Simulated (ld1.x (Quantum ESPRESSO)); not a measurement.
**Ranking TM semilocal potentials for manganese**

All share these settings but for the change named:

* Element: manganese (Mn)
* Generator: ld1.x (Quantum ESPRESSO) 7.5
* Type: norm-conserving Troullier–Martins (semilocal form)
* Functional: LDA (PZ)
* Relativity: non-relativistic
* Frozen core: [Ar]
* Valence charge: 7
* Reference configuration: 3d5 4s2 4p0
* Partial waves: 4s (bound): rc 2.65 bohr; 3d (bound): rc 1.40 bohr; 4p (bound, empty): rc 2.30 bohr
* Local potential: the p channel
* Core correction: a·sin(br)/r model core, default radius (core density twice the valence density)

Test errors are all-electron minus pseudo excitation energies from the reference, over 3d5 4s1 4p0; 3d5 4s0 4p0; 3d4 4s0 4p0; 3d5.5 4s1.5 4p0; 3d4 4s2 4p0; 3d5 4s1 4p1; 3d5 4s0 4p2. None of these files shows a bound ghost.

The base gives 260.0 meV.

Of 5 variants that were run, those that failed, showed a ghost or another fault, or gave nearly equal values are left out.

Problem. Rank these variants by their largest absolute test error, smallest first.
A. all radii but the core radius scaled by about 1.16 (s 3.06, p 2.66, d 1.62 bohr)
B. all radii but the core radius scaled by about 0.92 (s 2.44, p 2.12, d 1.28 bohr)
C. all radii but the core radius scaled by about 1.34 (s 3.54, p 3.08, d 1.86 bohr)
D. all radii but the core radius scaled by about 1.26 (s 3.34, p 2.90, d 1.76 bohr)

Solution. B (225.9 meV), A (398.2 meV), D (576.0 meV), C (697.0 meV).
